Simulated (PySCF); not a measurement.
This PySCF input asks for the NMR shieldings of `CN1C=CN(C)P1[SiH3]`, C$_{4}$H$_{11}$N$_{2}$PSi; the geometry comes from PBE0-D3(BJ)/def2-SVP.

```python
import basis_set_exchange as bse
import numpy as np
from pyscf import gto, dft
from pyscf.prop import nmr

atoms = """
C     2.100773   -1.110998   -1.049598
N     0.966763   -0.823653   -0.195549
C     1.173285    0.022055    0.913823
C     0.267558    1.006262    1.060483
N    -0.747582    1.037285    0.083337
C    -1.059122    2.309876   -0.534056
P    -0.606296   -0.431850   -0.869995
Si   -1.822576   -1.754766    0.546707
H     2.505696   -0.217136   -1.563291
H     2.909943   -1.552275   -0.446072
H     1.816924   -1.850483   -1.811388
H     2.014457   -0.172346    1.583289
H     0.254751    1.743865    1.866350
H    -1.927305    2.200075   -1.198882
H    -1.331086    3.038119    0.246897
H    -0.221195    2.734280   -1.121007
H    -3.270214   -1.398917    0.410147
H    -1.643567   -3.185849    0.145928
H    -1.393822   -1.574762    1.965049
"""
names = dict.fromkeys(["C", "N", "P", "Si", "H"], "pcSseg-1")
basis = {el: gto.basis.parse(bse.get_basis(n, elements=[el], fmt="nwchem")) for el, n in names.items()}
mol = gto.M(atom=atoms, basis=basis, charge=0, verbose=0)
mf = dft.RKS(mol, xc="HYB_GGA_XC_WP04")
mf.grids.level = 2
mf.grids.alignment = dft.numint.BLKSIZE   # the property module wants whole blocks of grid points
mf.conv_tol = 1e-9
mf.kernel()

calc = nmr.RKS(mf)   # GIAO
C = mf.mo_coeff
Co = C[:, mf.mo_occ > 0]
resp = mf.gen_response(singlet=True, hermi=2)
def vind(x):   # induced exchange potential for any number of trial vectors
    d = np.einsum("pi,xij,qj->xpq", C, 2 * x.reshape(-1, C.shape[1], Co.shape[1]), Co, optimize=True)
    return np.einsum("xpq,pi,qj->xij", resp(d - d.transpose(0, 2, 1)), C, Co, optimize=True).ravel()
mo1, _ = nmr.rhf.solve_mo1(calc, with_cphf=vind)
sigma = calc.kernel(mo1)
for i, s in enumerate(sigma):   # ppm
    w = np.linalg.eigvalsh((s + s.T) / 2)
    print("%2d %-2s iso %8.1f  s11 %8.1f  s22 %8.1f  s33 %8.1f" % (i, mol.atom_pure_symbol(i), w.mean(), *w))
```

**Question.** Give the expected output.

**Answer.** 
```
 0 C  iso    130.5  s11    109.9  s22    111.9  s33    169.6
 1 N  iso    191.8  s11    135.0  s22    153.7  s33    286.6
 2 C  iso     41.3  s11    -50.9  s22     74.3  s33    100.6
 3 C  iso     41.1  s11    -51.3  s22     73.9  s33    100.8
 4 N  iso    191.8  s11    134.6  s22    153.3  s33    287.5
 5 C  iso    130.6  s11    110.0  s22    112.1  s33    169.7
 6 P  iso    163.0  s11     43.6  s22    211.3  s33    234.0
 7 Si iso    412.2  s11    399.0  s22    401.0  s33    436.6
 8 H  iso     29.2  s11     25.0  s22     27.2  s33     35.4
 9 H  iso     29.1  s11     24.8  s22     27.1  s33     35.4
10 H  iso     29.3  s11     25.1  s22     27.1  s33     35.7
11 H  iso     26.3  s11     24.3  s22     26.9  s33     27.5
12 H  iso     26.2  s11     24.3  s22     26.9  s33     27.5
13 H  iso     29.3  s11     25.0  s22     27.1  s33     35.6
14 H  iso     29.1  s11     24.8  s22     27.1  s33     35.4
15 H  iso     29.2  s11     25.0  s22     27.2  s33     35.4
16 H  iso     28.7  s11     25.6  s22     26.8  s33     33.6
17 H  iso     28.7  s11     25.6  s22     26.8  s33     33.7
18 H  iso     28.0  s11     23.8  s22     28.4  s33     31.9
```

These numbers come from an equivalent density-fitted implementation of the same equations, which agrees with the script to about 0.01 ppm for H and up to a few tenths of a ppm for heavy atoms, so last digits may differ.

Size and cost of the density-fitted run: 205 basis functions, 32 s wall time on 1 thread of an Arm Neoverse V2, shared host; peak memory 1.1 GiB.
